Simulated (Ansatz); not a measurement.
```yaml
atoms:
  - { symbol: S, position_ang: [0.0000, 0.0000, -0.8689] }
  - { symbol: S, position_ang: [0.0000, 0.0000, 0.8689] }
```

Basis set: 6-31G (spherical functions). Left uncorrelated: 10 orbitals. Charge 0, multiplicity 3.

Computed with Ansatz (development build ahead of 0.2.0); the reference of a correlated method needn't be the lowest determinant of its kind.

Give the atomization energy at this shape (free ground-state atoms in the same class of orbitals less the molecule, no zero-point energy) of triplet S2 by UHF-CCSD(T), UHF-BCCD(T).

```csv
method,atomization energy
UHF-CCSD(T),0.04 eV
UHF-BCCD(T),0.03 eV
```

Caution: the reference determinant was not shown to be the lowest; the shape is not the minimum.

This basis has no polarisation functions and is too small for such energies, which can lie far from measured ones in either direction.
